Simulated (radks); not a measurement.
The niobium anion Nb- inside a hard spherical wall (all orbitals vanish at R), configuration held at [Kr] 4d4 5s2 and not refilled when levels cross. Calculated with a radial shooting solver on a logarithmic mesh with Libxc functionals: scalar-relativistic Kohn-Sham, PBEsol, spin-polarised, spherical densities, point nucleus; open shells are filled with parallel spins first (spin-orbit coupling, left out, can overturn this in heavy ions). Eigenvalues in eV for spin up, with the zero of energy where the potential of the charges vanishes at infinity; a dash marks a level that is unbound or too diffuse for the functional's potential to be trusted. A positive occupied level is held by the wall or, in an anion where self-interaction has pushed it up, behind a barrier. The pressure on the wall is -dE/dV.

R (bohr)  E (hartree)  kinetic (hartree)    e(4s)    e(4p)   e(5s)   e(4d)  e(5p, empty)  e(6s, empty)  pressure (GPa)
20        -3817.63422           3930.450  -53.912  -30.144   0.026   1.119         2.093         2.177        0.000406
15        -3817.63333           3930.453  -53.786  -30.017   0.137   1.247         2.412         3.017         0.00422
12        -3817.63060           3930.465  -53.563  -29.792   0.320   1.465         2.783         4.238          0.0294
10        -3817.62366           3930.496  -53.188  -29.415   0.618   1.819         3.302         5.985           0.142
8         -3817.59734           3930.607  -52.253  -28.485   1.375   2.664         4.499         9.870           0.917
7         -3817.55911           3930.758  -51.275  -27.519   2.219   3.524         5.749        13.756            2.67
4         -3816.55919           3934.063  -40.611  -17.303  16.005  13.448        24.097        62.979             172
3         -3813.92034           3942.613  -27.940   -5.023  43.909  27.851        57.814        140.47            1380
2.5       -3809.57067           3956.499  -14.247    9.210  82.847  45.494        101.65        233.01            5100
